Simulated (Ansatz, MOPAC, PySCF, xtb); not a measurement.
Torsion H4–Si1–Si2–Cl3 in ClH3Si2 (SMILES [SiH3][Si]Cl); at each angle all else is relaxed with GFN2-xTB, and the levels are single points there.
Geometry at 60° (charge 0, multiplicity 1):
```tsv
atom	x (Å)	y (Å)	z (Å)
Si	-0.6816	-0.0651	0.0446
Si	1.3632	-1.1351	-0.1087
Cl	1.2036	-2.7406	1.2161
H	-1.1329	0.4773	1.3363
H	-1.8632	-0.7902	-0.4499
H	-0.5640	1.1112	-0.8349
```

On the grid 0° to 120°, 0° is the highest and 60° the lowest point at MP2/CBS(cc-pV(T+d)Z, cc-pV(Q+d)Z) + ΔCCSD(T)/cc-pV(T+d)Z.

Correlated levels freeze the cores. Rows in 6-31G* carry no dispersion term and start afresh at each structure (6-31G* with six Cartesian d functions). The state that PM6 reach isn't checked.

Codes used: Ansatz (an electronic-structure program) with Gaussian orbitals; MOPAC for PM6 (differences of heats of formation); PySCF for 6-31G* rows, the dispersion terms; xtb for the GFN methods. Values without a source in brackets are computed.

```csv
level,energy at 0° less that at 60° (kcal/mol)
GFN-FF,0.59
PM6,-0.90
BP86/6-31G*,0.13
B3LYP/6-31G*,?
B3LYP/def2-TZVPP,0.15
B3LYP-D3(BJ)/def2-TZVPP,0.18
MP2/cc-pV(D+d)Z,0.38
SCS-MP2/cc-pV(T+d)Z,0.38
CCSD(T)/cc-pV(T+d)Z,0.39
```

Q: Fill in the missing entries.

A: 
- B3LYP/6-31G*, energy at 0° less that at 60° (kcal/mol): 0.30
